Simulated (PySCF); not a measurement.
## Correlation energy of Si⁻ (silicon, charge -1)

[Ne] 3s2 3p3, high-spin 4S determinant. Computed with PySCF 2.14 in aug-cc-pVTZ-DK (6s5p3d2f, 50 functions), with scalar relativity by spin-free X2C-1e. Frozen: [Ne]; 5 electrons correlated.

| level | correlation energy (mhartree) |
| --- | --- |
| CCSD | -92.01 |
| (T) | -4.72 |
| CCSD(T) | -96.73 |

Diagnostics: T1 = 0.0072, D1 = 0.0159, largest double amplitude 0.049.

Cost of the coupled-cluster step: about 3 core-seconds, for 5 correlated electrons.

Iterations:

```
CC2 = 0
CCSD nocc = (np.int64(4), np.int64(1)), nmo = (45, 45)
frozen orbitals [[0, 1, 2, 3, 4], [0, 1, 2, 3, 4]]
max_cycle = 100
direct = 0
conv_tol = 1e-08
conv_tol_normt = 1e-06
diis_space = 8
diis_start_cycle = 0
Init t2, MP2 energy = -0.0762633843499743
Init E_corr(UCCSD) = -0.0762633843517364
cycle = 1  E_corr(UCCSD) = -0.088382563859867  dE = -0.0121191795  norm(t1,t2) = 0.0492958
cycle = 2  E_corr(UCCSD) = -0.0909081806063551  dE = -0.00252561675  norm(t1,t2) = 0.0149236
cycle = 3  E_corr(UCCSD) = -0.092018869567281  dE = -0.00111068896  norm(t1,t2) = 0.00583027
cycle = 4  E_corr(UCCSD) = -0.092007931884323  dE = 1.0937683e-05  norm(t1,t2) = 0.00131183
cycle = 5  E_corr(UCCSD) = -0.0920101940897812  dE = -2.26220546e-06  norm(t1,t2) = 0.000323659
cycle = 6  E_corr(UCCSD) = -0.0920103216318292  dE = -1.27542048e-07  norm(t1,t2) = 8.59135e-05
cycle = 7  E_corr(UCCSD) = -0.0920106460039161  dE = -3.24372087e-07  norm(t1,t2) = 1.93801e-05
cycle = 8  E_corr(UCCSD) = -0.0920106660384359  dE = -2.00345198e-08  norm(t1,t2) = 5.89454e-06
cycle = 9  E_corr(UCCSD) = -0.0920106243699755  dE = 4.16684604e-08  norm(t1,t2) = 9.70533e-07
cycle = 10  E_corr(UCCSD) = -0.092010635881181  dE = -1.15112055e-08  norm(t1,t2) = 1.64407e-07
cycle = 11  E_corr(UCCSD) = -0.0920106347799617  dE = 1.10121934e-09  norm(t1,t2) = 6.39855e-08
UCCSD converged
E(UCCSD) = -289.5823153337448  E_corr = -0.0920106347799617
UCCSD(T) correction = -0.00471856995820924
```
